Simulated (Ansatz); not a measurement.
Reaction (substitution at a C–B bond): `B[C](=C)[AlH][CH3]` + HBr → `C=[C](Br)[AlH][CH3]` + BH₃

Program: Ansatz. Geometries: PBE0-D4/def2-TZVP. ΔE: electronic, gas phase. CCSD(T)/CBS is the MP2 limit (def2-TZVPP, def2-QZVPP) plus CCSD(T) − MP2 in def2-TZVPP, frozen cores. This one scheme is used for every species. Functionals use def2-TZVPP. B3LYP here is the variant with VWN-RPA as its local correlation; programs differ in this. For Br outer-core shells are correlated without core-valence functions, which leaves a few kJ/mol of doubt a bond. Scalar relativity is left out up to krypton. Each species was taken in one conformer, which may not be the lowest.

```json
{"level": "PBE0", "ΔE (kJ/mol)": "68.3"}
{"level": "B3LYP", "ΔE (kJ/mol)": "64.8"}
{"level": "HF/def2-TZVPP", "ΔE (kJ/mol)": "66.3"}
{"level": "HF/def2-QZVPP", "ΔE (kJ/mol)": "66.7"}
```

Q: What does CCSD(T)/CBS give? (Best estimate.)

A: Computed: +62.9 kJ/mol. The listed levels differ from it by 5.4, 1.9, 3.4, 3.8 kJ/mol.

Largest T1 diagnostic among the species: 0.011.

In def2-TZVPP, CCSD(T) changes the Hartree–Fock value by −3.2 kJ/mol (the triples alone add −1.0 kJ/mol) and MP2 by −5.9 kJ/mol.
